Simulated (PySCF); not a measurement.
C8H11P.
Bonds: C1–C2, C2–C3, C2–C4, C4–C5 (aromatic), C5–C6 (aromatic), C6–C7 (aromatic), C7–C8 (aromatic), C8–P9 (aromatic), C4–P9 (aromatic). Hydrogens: H10, H11, H12 on C1; H13 on C2; H14, H15, H16 on C3; H17 on C5; H18 on C6; H19 on C7; H20 on C8.

The same species was optimised twice, with GFN2-xTB and with PBE0-D3(BJ)/def2-SVP (PySCF), and the same property calculations (PySCF, gas phase) were run on both structures.

```tsv
coordinate	GFN2-xTB	PBE0-D3(BJ)/def2-SVP	change
C4–C5 (Å)	1.381	1.394	+0.013
C7–C8 (Å)	1.379	1.392	+0.013
C5–C6 (Å)	1.387	1.396	+0.009
C6–C7 (Å)	1.384	1.393	+0.009
C2–C4 (Å)	1.511	1.520	+0.009
C4–P9 (Å)	1.750	1.755	+0.005
C8–P9 (Å)	1.730	1.733	+0.003
C2–C3 (Å)	1.529	1.529	0.000
C1–C2 (Å)	1.528	1.528	0.000
C1–C2–C4 (°)	110.5	112.1	+1.6
C3–C2–C4 (°)	110.1	111.2	+1.1
C2–C4–P9 (°)	117.2	118.2	+1.0
C1–C2–C3 (°)	110.5	111.3	+0.8
C4–P9–C8 (°)	100.6	101.2	+0.6
C2–C4–C5 (°)	119.5	119.0	-0.5
C5–C4–P9 (°)	123.2	122.8	-0.4
C6–C7–C8 (°)	122.8	122.5	-0.3
C1–C2–C4–C5 (°)	-120	-122	-2
```

Rotational constants: A = 2610, B = 1037, C = 881.1 MHz (GFN2-xTB) against A = 2581, B = 1014, C = 862.3 MHz (PBE0-D3(BJ)/def2-SVP).

On the GFN2-xTB structure: HOMO (eV) -6.92 [PBE0/pcSseg-1]; LUMO (eV) -1.42 [PBE0/pcSseg-1]; dipole (D) 1.46 [PBE0/pcSseg-1]; GIAO shielding of C1/C3 (mean) (ppm) 154.3 [PBE0/pcSseg-1]; GIAO shielding of C2 (ppm) 141.0 [PBE0/pcSseg-1]; GIAO shielding of C4 (ppm) -10.2 [PBE0/pcSseg-1]; GIAO shielding of C5 (ppm) 49.3 [PBE0/pcSseg-1]; GIAO shielding of C6 (ppm) 52.6 [PBE0/pcSseg-1]; GIAO shielding of C7 (ppm) 50.7 [PBE0/pcSseg-1]; GIAO shielding of C8 (ppm) 21.4 [PBE0/pcSseg-1]; GIAO shielding of P9 (ppm) 88.4 [PBE0/pcSseg-1].

Question: What do these properties become on the PBE0-D3(BJ)/def2-SVP structure?

Answer: 
```json
{"property": "HOMO (eV)", "level": "PBE0/pcSseg-1", "on GFN2-xTB": "-6.92", "on PBE0-D3(BJ)/def2-SVP": "-6.94", "change": "-0.02"}
{"property": "LUMO (eV)", "level": "PBE0/pcSseg-1", "on GFN2-xTB": "-1.42", "on PBE0-D3(BJ)/def2-SVP": "-1.43", "change": "-0.01"}
{"property": "dipole (D)", "level": "PBE0/pcSseg-1", "on GFN2-xTB": "1.46", "on PBE0-D3(BJ)/def2-SVP": "1.47", "change": "+0.01"}
{"property": "energy, GFN2-xTB geometry as zero (kcal/mol)", "level": "PBE0/pcSseg-1", "on GFN2-xTB": "0.0", "on PBE0-D3(BJ)/def2-SVP": "-0.7", "change": "-0.7"}
{"property": "GIAO shielding of C1/C3 (mean) (ppm)", "level": "PBE0/pcSseg-1", "on GFN2-xTB": "154.3", "on PBE0-D3(BJ)/def2-SVP": "153.8", "change": "-0.5"}
{"property": "GIAO shielding of C2 (ppm)", "level": "PBE0/pcSseg-1", "on GFN2-xTB": "141.0", "on PBE0-D3(BJ)/def2-SVP": "139.3", "change": "-1.7"}
{"property": "GIAO shielding of C4 (ppm)", "level": "PBE0/pcSseg-1", "on GFN2-xTB": "-10.2", "on PBE0-D3(BJ)/def2-SVP": "-11.0", "change": "-0.8"}
{"property": "GIAO shielding of C5 (ppm)", "level": "PBE0/pcSseg-1", "on GFN2-xTB": "49.3", "on PBE0-D3(BJ)/def2-SVP": "45.6", "change": "-3.7"}
{"property": "GIAO shielding of C6 (ppm)", "level": "PBE0/pcSseg-1", "on GFN2-xTB": "52.6", "on PBE0-D3(BJ)/def2-SVP": "49.9", "change": "-2.7"}
{"property": "GIAO shielding of C7 (ppm)", "level": "PBE0/pcSseg-1", "on GFN2-xTB": "50.7", "on PBE0-D3(BJ)/def2-SVP": "47.6", "change": "-3.1"}
{"property": "GIAO shielding of C8 (ppm)", "level": "PBE0/pcSseg-1", "on GFN2-xTB": "21.4", "on PBE0-D3(BJ)/def2-SVP": "19.6", "change": "-1.8"}
{"property": "GIAO shielding of P9 (ppm)", "level": "PBE0/pcSseg-1", "on GFN2-xTB": "88.4", "on PBE0-D3(BJ)/def2-SVP": "83.7", "change": "-4.7"}
```

The heavy atoms differ by 0.039 Å rms after alignment. Among bonds between heavy atoms C4–C5 and C7–C8 change most and about equally (+0.013 Å). Changes are differences of the printed values. Neither structure is proved a minimum here.

Shape of the structure used: `[CH3:1][CH:2]([CH3:3])[c:4]1[cH:5][cH:6][cH:7][cH:8][p:9]1`: C1–C2–C4–C5 -122°.
